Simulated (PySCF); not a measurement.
PBE on Pd⁻ (palladium, charge -1), [Kr] 4d10 5s1, 2S determinant. Computed with PySCF 2.14 in aug-cc-pVDZ-PP with ECP28MDF, with a scalar-relativistic core potential.

```
cycle= 1 E= -127.443757656837  delta_E= 0.0189  |g|= 0.369  |ddm|= 1.05
cycle= 2 E= -127.19620556109  delta_E= 0.248  |g|= 0.916  |ddm|= 0.893
cycle= 3 E= -127.489924553461  delta_E= -0.294  |g|= 0.0376  |ddm|= 0.606
cycle= 4 E= -127.490388753708  delta_E= -0.000464  |g|= 0.0303  |ddm|= 0.111
cycle= 5 E= -127.490839562916  delta_E= -0.000451  |g|= 0.000418  |ddm|= 0.0444
cycle= 6 E= -127.490839733201  delta_E= -1.7e-07  |g|= 1.01e-05  |ddm|= 0.00122
cycle= 7 E= -127.490839733292  delta_E= -9.1e-11  |g|= 6.36e-06  |ddm|= 4.08e-05
converged SCF energy = -127.490839733292  <S^2> = 0.7530666  2S+1 = 2.0030642
```

Highest occupied orbital energy: 1.730 eV; ⟨L²⟩ = 0.00; populations by l: s 3.00, p 6.00, d 10.00, f 0.00.

Question: Can this result be used?

Answer: With care. The calculation finished and met its thresholds. Energies and moments cover only the electrons outside the core potential. At PBE the highest occupied level has a positive energy, so only the finite basis holds that electron; in a semilocal or global hybrid functional this comes from self-interaction and does not mean that the real anion is unbound.
